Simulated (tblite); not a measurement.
Species: C₆H₁₅OP.
Geometry (GFN2-xTB, Å), atoms numbered from 1 in this order:
```xyz
23
C6H15OP angstrom
C      2.2138    0.6597   -0.9207
C      1.6632   -0.1961    0.2113
C      0.1522   -0.4405    0.1336
C     -0.2964   -1.1757    1.3957
C     -0.2486   -1.2084   -1.1184
P     -0.6695    1.2236    0.1757
C     -2.4745    0.9735    0.3269
O     -0.1414    2.1471    1.1822
H      3.2860    0.7942   -0.7937
H      2.0439    0.2004   -1.8918
H      1.7464    1.6437   -0.9034
H      2.1792   -1.1606    0.2286
H      1.8690    0.3118    1.1570
H     -1.3386   -1.4814    1.3237
H      0.3082   -2.0675    1.5563
H     -0.1831   -0.5237    2.2622
H     -0.1040   -0.6034   -2.0108
H     -1.2956   -1.5007   -1.0726
H      0.3512   -2.1122   -1.2125
H     -0.5677    1.6842   -1.1406
H     -2.6945    0.6256    1.3350
H     -2.8690    0.2812   -0.4096
H     -2.9349    1.9523    0.1957
```

Computed with GFN2-xTB (tblite): harmonic, unscaled wavenumbers at the GFN2-xTB geometry, gas phase. Errors from tens to a few hundred cm⁻¹ against measured bands are possible. Modes of hydrogen on phosphorus can be 10 to 20 % off. One conformer, not necessarily the lowest.

Harmonic wavenumbers (cm⁻¹): 69.8, 91.7, 160.5, 168.9, 183.2, 199.7, 234.1, 247.7, 257.1, 290.7, 311.5, 343.4, 373.3, 418.7, 460.1, 605.5, 738.8, 769.9, 803.7, 828.3, 856.1, 927.6, 956.0, 964.8, 979.0, 1007.1, 1036.9, 1056.4, 1100.5, 1186.1, 1206.0, 1233.3, 1270.2, 1286.1, 1311.6, 1346.0, 1401.2, 1408.8, 1414.7, 1423.7, 1438.0, 1475.6, 1487.4, 1491.1, 1496.1, 1497.9, 1501.3, 1511.6, 2249.4, 2948.4, 2973.8, 2998.0, 3003.0, 3004.5, 3010.9, 3013.1, 3018.8, 3020.0, 3025.5, 3029.2, 3034.0, 3037.8, 3043.4.

A = 2096, B = 1448, C = 1178 MHz; mass 134.086 u (most abundant isotopes); point group C1, symmetry number 1.

Task: What is the zero-point energy?

Result: Half the sum of the wavenumbers: 43619 cm⁻¹ = 521.80 kJ/mol.

Task: Give the ideal-gas entropy at 500 K and 1 bar in the rigid-rotor, harmonic-oscillator model (classical rotation).

Result: Translation 180.69, rotation 127.31, vibration 231.88: S = 539.9 J/(mol K).

Task: And Cp and H(500 K) − H(0)?

Result: Cp = 270.74 J/(mol K), of which vibrations give 237.48 (their classical limit is 63 R = 523.8); H(500 K) − H(0) = 78.21 kJ/mol without the zero-point energy, 61.58 from vibrations.

Task: Which modes carry the vibrational entropy at 500 K?

Result: 69.8 cm⁻¹: 21.67; 91.7 cm⁻¹: 19.42; 160.5 cm⁻¹: 14.81; 168.9 cm⁻¹: 14.39; 183.2 cm⁻¹: 13.73; 199.7 cm⁻¹: 13.03 J/(mol K); the other 57 give 134.82 together.

Task: How do the functions run with temperature in this model?

Result: 
```json
{"T (K)": "100", "S (J/(mol K))": "285.0", "Cp (J/(mol K))": "85.7", "H − H(0) (kJ/mol)": "5.36", "G − H(0) (kJ/mol)": "-23.14", "ln q(vib)": "1.23"}
{"T (K)": "200", "S (J/(mol K))": "361.3", "Cp (J/(mol K))": "136.8", "H − H(0) (kJ/mol)": "16.65", "G − H(0) (kJ/mol)": "-55.61", "ln q(vib)": "4.06"}
{"T (K)": "300", "S (J/(mol K))": "425.3", "Cp (J/(mol K))": "182.5", "H − H(0) (kJ/mol)": "32.59", "G − H(0) (kJ/mol)": "-95.00", "ln q(vib)": "7.08"}
{"T (K)": "800", "S (J/(mol K))": "688.9", "Cp (J/(mol K))": "363.2", "H − H(0) (kJ/mol)": "174.40", "G − H(0) (kJ/mol)": "-376.71", "ln q(vib)": "21.71"}
{"T (K)": "1000", "S (J/(mol K))": "774.7", "Cp (J/(mol K))": "405.0", "H − H(0) (kJ/mol)": "251.43", "G − H(0) (kJ/mol)": "-523.23", "ln q(vib)": "27.11"}
```

q(vib) and H(0) count from the zero-point level.

Task: Blend soft modes into free rotors: weight 1/[1 + (100 cm⁻¹/ν̃)⁴] for the oscillator and the rest for a rotor with moment μB/(μ + B), μ = h/(8π²ν), B = 10⁻⁴⁴ kg m². What vibrational entropy results?

Result: 223.08 J/(mol K) in place of 231.88, which changes −T·S at 500 K by +4.40 kJ/mol.

Hindered rotation and anharmonicity are outside this model. Other conformers, if any are populated, would add a mixing term that is left out. The structure is chiral; the term R ln 2 for an equal mix with its mirror image is left out.
